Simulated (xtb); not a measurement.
Input for xtb: GFN-FF on CH4O2Si (a complex).

```
$ xtb mol.xyz --gfnff --sp --chrg 0 --uhf 0
8

Si     0.11359857     0.08073255     0.20799973
H      0.29234672     1.46290707    -0.28733657
H     -1.16901549    -0.02107690     0.94080026
H      1.22275424    -0.26374169     1.12646178
H      0.10614619    -0.86436804    -0.93038835
O     -0.30493936    -1.28340750     3.90538698
C     -0.18759735    -0.13146508     3.84828926
O     -0.07020154     1.02103098     3.79179362
```

Output:

```
[...]
           -------------------------------------------------
          |                Calculation Setup                |
           -------------------------------------------------



molecular fragmentation (1/2 indicates fragments):
11111222
# atoms in fragment 1/2:     5     3
 fragment masses (1/2) :       32.12       44.01
CMA distance (Bohr)    :   6.914
constraining FC (au)   :  0.0500

          ==================== Thresholds ====================
          CN  :   150.00000
          rep :   500.00000
          disp:  2500.00000
          HB1 :   250.00000
          HB2 :   450.00000

          Pauling EN used:
          Z : 1  EN :  2.20
          Z : 6  EN :  2.55
          Z : 8  EN :  3.44
          Z :14  EN :  1.90
          electric field strengths (au): 0.000

           -------------------------------------------------
          |           Force Field Initialization            |
           -------------------------------------------------

          distances ...
          ----------------------------------------
          generating topology and atomic info file ...
          pair mat ...
          computing topology distances matrix with Floyd-Warshall algo ...
          making topology EEQ charges ...
          #fragments for EEQ constrain: 2
          ----------------------------------------
          generating topology and atomic info file ...
          pair mat ...
          computing topology distances matrix with Floyd-Warshall algo ...
          making topology EEQ charges ...
          rings ...
          # BATM   0
          # H in HB   4
          doing iterative Hueckel for 1 subsystem(s) ...

  atom   neighbors  erfCN metchar sp-hybrid imet pi  qest     coordinates
    1  Si      4    3.44   0.04         3    0    0   0.020    0.214670    0.152562    0.393063
    2  H       1    0.95   0.01         0    0    0  -0.005    0.552455    2.764494   -0.542987
    3  H       1    0.95   0.01         0    0    0  -0.005   -2.209119   -0.039830    1.777855
    4  H       1    0.95   0.01         0    0    0  -0.005    2.310671   -0.498400    2.128704
    5  H       1    0.95   0.01         0    0    0  -0.005    0.200587   -1.633419   -1.758179
    6  O       1    0.98   0.00         2    0    1  -0.187   -0.576252   -2.425289    7.380112
    7  C       2    1.93   0.00         1    0    1   0.373   -0.354508   -0.248433    7.272213
    8  O       1    0.98   0.00         2    0    1  -0.187   -0.132662    1.929469    7.165451

          #atoms :   8
          #bonds :   6
          #angl  :   7
          #tors  :   0
          #nmol  :   2
          #optfrag :   2
           -------------------------------------------------
          |                   G F N - F F                   |
          |          A general generic force-field          |
          |                  Version 1.0.3                  |
           -------------------------------------------------
          Number of HB bonds (bound hydrogen)     24
          Number of HB bonds (unbound hydrogen)   48
          Number of XB bonds                      0

 E+G (total)                   0 d,  0 h,  0 min,  0.000 sec
 distance/D3 list               ...        0 min,  0.000 sec (  0.693%)
 non bonded repulsion           ...        0 min,  0.000 sec ( 23.333%)
 dCN                            ...        0 min,  0.000 sec (  3.354%)
 EEQ energy and q               ...        0 min,  0.000 sec ( 19.287%)
 D3                             ...        0 min,  0.000 sec ( 11.355%)
 EEQ gradient                   ...        0 min,  0.000 sec (  2.843%)
 bonds                          ...        0 min,  0.000 sec (  5.271%)
Note: The following floating-point exceptions are signalling: IEEE_UNDERFLOW_FLAG IEEE_DENORMAL
normal termination of xtb
 bend and torsion               ...        0 min,  0.000 sec (  3.981%)
 bonded ATM                     ...        0 min,  0.000 sec (  0.260%)
 HB/XB (incl list setup)        ...        0 min,  0.000 sec ( 24.952%)

         :::::::::::::::::::::::::::::::::::::::::::::::::::::
         ::                     SUMMARY                     ::
         :::::::::::::::::::::::::::::::::::::::::::::::::::::
         :: total energy              -1.119175451562 Eh    ::
         :: gradient norm              0.007774105957 Eh/a0 ::
         ::.................................................::
         :: bond energy               -1.106303195949 Eh    ::
         :: angle energy               0.019338145815 Eh    ::
         :: torsion energy             0.000000000000 Eh    ::
         :: repulsion energy           0.074361268247 Eh    ::
         :: electrostat energy        -0.103858494816 Eh    ::
         :: dispersion energy         -0.002713174859 Eh    ::
         :: HB energy                  0.000000000000 Eh    ::
         :: XB energy                  0.000000000000 Eh    ::
         :: bonded atm energy          0.000000000000 Eh    ::
         :: external energy            0.000000000000 Eh    ::
         :: add. restraining           0.000000000000 Eh    ::
         :: total charge               0.000000000000 e     ::
         :::::::::::::::::::::::::::::::::::::::::::::::::::::

           -------------------------------------------------
          |                Property Printout                |
           -------------------------------------------------

molecular dipole:
                 x           y           z       tot (Debye)
 q only:        0.003       0.010      -0.030       0.080

           -------------------------------------------------
          | TOTAL ENERGY               -1.119175451562 Eh   |
          | GRADIENT NORM               0.007774105957 Eh/α |
           -------------------------------------------------
########################################################################
[WARNING] Runtime exception occurred
-1- gfnff_setup: Could not read topology file.
########################################################################

------------------------------------------------------------------------
------------------------------------------------------------------------
 total:
 SCF:
```

The run finished.

Cost: roughly 0.06 core-seconds.
